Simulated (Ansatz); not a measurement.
Input file for Ansatz (a first-principles code): R-wB97M-V/def2-TZVPPD on C2H4F2O (a complex), monomers drawn apart or pushed together. Files ending in .json are basis or fitting sets from the Basis Set Exchange.

Ansatz 0.2 input:
```yaml
crystal:
  periodic: [false, false, false]
  atoms:
    - {symbol: C, position_ang: [-0.33213211, -0.10086546, -0.01567939]}
    - {symbol: O, position_ang: [0.64597051, -0.71396437, 0.31739458]}
    - {symbol: H, position_ang: [-0.54541780, 0.11585582, -1.07976486]}
    - {symbol: H, position_ang: [-1.06458301, 0.27577816, 0.71961310]}
    - {symbol: F, position_ang: [-0.14391465, 0.79236349, 3.61032907]}
    - {symbol: C, position_ang: [-0.06793684, -0.55825755, 3.80312040]}
    - {symbol: F, position_ang: [-1.27650254, -1.09934655, 3.46630579]}
    - {symbol: H, position_ang: [0.11239563, -0.74676129, 4.86228124]}
    - {symbol: H, position_ang: [0.68996860, -0.96105069, 3.13400674]}
basis:
  gaussian:
    orbitals: def2-TZVPPD.json
hamiltonian:
  xc: {name: wB97M-V}
scf: {lower_state_search: off}
```

Program output:

```
WARN ansatz: RAYON_NUM_THREADS=1 ignored (pool sized by the plan → 1); use --threads N
Functional definition: wB97M-V
these checks for a lower state are left out or cut short: stability, starts, cluster_reference, orbital_swaps, neighbouring_geometries, increment
integrals: 0.22 GiB planned
1162 factors; their error is unknown
integrals: 0.26 GiB planned
354 factors; integrals over basis functions are off by at most 2.7e-5 eV
mean field: 1.84 GiB planned
mean field evaluation 1: about -9616.5404 eV, gradient 4.8e1 eV
mean field evaluation 2: about -9614.8691 eV, gradient 6.1e1 eV
mean field evaluation 4: about -9620.2894 eV, gradient 3.0e0 eV
mean field evaluation 8: about -9620.3099 eV, gradient 4.3e-2 eV
mean field evaluation 16: about -9620.3011 eV, gradient 1.6e-4 eV
mean field -9620.30107570 eV, -353.5395436579 hartree, gradient 6.8e-6 eV, S^2 0.000000; 0 other end points of the search recorded, 0 dependent functions left out
reference -9620.30114840 eV, -353.5395463292 hartree; 21, 21 occupied and 241, 241 virtual orbitals, 1162 factors
Total energy: -9620.30114840 eV, -353.5395463292 hartree
Checks for a lower state left out: stability, starts, cluster_reference, orbital_swaps, neighbouring_geometries, increment
```

Self-consistency was reached.

Cost: very roughly 8 core-seconds.
